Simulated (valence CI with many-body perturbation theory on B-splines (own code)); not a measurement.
**Tb¹⁴⁺: magnetic and hyperfine properties of the levels**

Computed by relativistic CI+MBPT: five valence electrons over a frozen Dirac-Fock core [Kr] 4d10, a basis of 7 s, 7 p, 7 d, 7 f, 4 g, 2 h functions for each j, with the one-electron correlation potential Σ1 (screened to all orders), the two-electron term Σ2, the three-electron term Σ3, Breit, model QED; selected single and double excitations, second order for the rest, scaled by the run's own slope (own B-spline code, finite nucleus).

No measured spectrum was set against this ion. As an estimate, terms of the open shell hold to a few per cent of their energy, and close levels can change places; configurations with another count of f electrons can be misplaced by thousands of cm⁻¹. Among the levels kept, up to 1200 cm⁻¹ of a level comes from second order outside the variational space, and about a tenth of that is noise between levels of different J, which matters for small intervals. The lowest computed level is not the ground level that NIST lists (6H°5/2, for many ions itself from theory).

A/g_I is the dipole constant over the nuclear g factor μ/I (μ in nuclear magnetons, uniformly magnetised nucleus), B/Q the quadrupole constant per barn. Both hold the static response of the core; the bare values leave it out. Large factors of s and p1/2 electrons are usually good to 5 to 10 %; those of open d and f shells near neutrality can be off by tens of per cent, and small factors of p3/2, d and f electrons come from cancelling terms and can be off by a factor of two or in sign, in half-filled shells by more. B is blank for J = 1/2, where it vanishes, and for nearly pure S terms. Energies count from the lowest level.

Names give the largest LS component (configuration and term), which can be under half, so a name can repeat, a term be missing and a line seem to break the LS rules; names also repeat where a configuration has a term twice. Letters in brackets count levels of one name in rising energy.

```tsv
Level	E (eV)	g	A/g_I (MHz)	A/g_I bare	B/Q (MHz/b)	B/Q bare
4f4 5s 6I_7/2	0.0000	0.451	-14400	-13800	-735	-598
4f4 5s 6I_9/2	0.2990	0.830	-1110	-1040	-648	-539
4f4 5s 6I_11/2	0.6532	1.034	4470	4350	-637	-540
4f4 5s 6I_13/2	1.042	1.155	7140	6950	-669	-577
4f4 5s 6I_15/2	1.451	1.233	8560	8360	-732	-637
4f4 5s 6I_17/2	1.868	1.286	9400	9200	-820	-718
4f3 5s2 4I°_9/2	2.472	0.738	1620	1460	724	626
4f4 5s 4I_9/2 [a]	2.579	0.741	7250	6670	-862	-708
4f4 5s 6F_1/2	2.808	-0.631	-45200	-43300		
4f4 5s 6F_3/2	2.872	1.062	4710	4680	9.10	5.89
4f4 5s 6F_5/2	3.006	1.312	12900	12500	119	93.5
4f4 5s 4I_11/2 [a]	3.123	0.958	-342	-200	-744	-626
4f3 5s2 4I°_11/2	3.173	0.966	1240	1290	773	649
4f4 5s 6F_7/2	3.226	1.379	13500	13100	119	85.1
4f4 5s 6S_5/2	3.321	1.959	28900	28000		
4f4 5s 6F_9/2	3.472	1.405	14000	13600	129	89.0
4f4 5s 4I_13/2 [a]	3.648	1.083	-3790	-3290	-619	-537
4f4 5s 6F_11/2	3.819	1.434	13800	13400	771	614
4f3 5s2 4I°_13/2	3.870	1.104	1020	1200	882	725
4f4 5s 6G_3/2	3.918	0.044	-26400	-25400	-102	-77.1
4f4 5s 6G_5/2	4.048	0.845	-1920	-1770	-122	-94.2
4f4 5s 6G_7/2	4.114	1.013	-357	-137	-245	-205
4f4 5s 4K_11/2 [a]	4.136	0.783	-9650	-9040	187	168
4f4 5s 4I_15/2 [a]	4.159	1.162	-4950	-4290	-496	-448
4f4 5s 4K_13/2 [a]	4.339	0.965	1170	1210	422	348
4f4 5s 6G_9/2	4.354	1.190	10800	10400	88.7	65.8
4f3 5s2 4I°_15/2	4.553	1.194	895	1160	1030	842
4f4 5s 4K_15/2 [a]	4.595	1.081	5620	5470	579	464
4f4 5s 4H_7/2 [a]	4.595	0.867	-4470	-4120	-857	-709
4f4 5s 6G_11/2	4.819	1.300	11900	11600	268	202
4f4 5s 4K_17/2 [a]	4.886	1.142	9270	8940	922	739
4f4 5s 4H_9/2 [a]	5.022	1.105	9060	8700	-862	-718
4f4 5s 4G_5/2 [a]	5.026	0.706	-10100	-9540	-655	-544
4f5 6H°_5/2	5.125	0.311	2560	1780	-1410	-1130
4f4 5s 4F_3/2 [a]	5.170	0.463	16300	15000	552	462
4f3 5s2 4F°_3/2	5.170	0.467	1880	1420	-490	-413
4f4 5s 4L_13/2	5.221	0.854	-1570	-1440	898	755
4f4 5s 4D_5/2 [a]	5.323	1.162	9930	9590	652	553
4f4 5s 6G_13/2	5.336	1.365	11900	11500	-12.5	-42.0
4f4 5s 4S_3/2 [a]	5.380	1.573	-10200	-8710	27.1	23.7
```

**Question.** Take the isotope of mass number 159, with I = 3/2, μ = 2.009 μN and Q = 1.432 b. What is the hyperfine structure of 4f4 5s 6I_13/2?

**Answer.** From the table A = 9560 MHz, B = -959 MHz. Shifts from the centre of gravity in MHz: F = 5: -108000, F = 6: -50000, F = 7: 17100, F = 8: 93000.
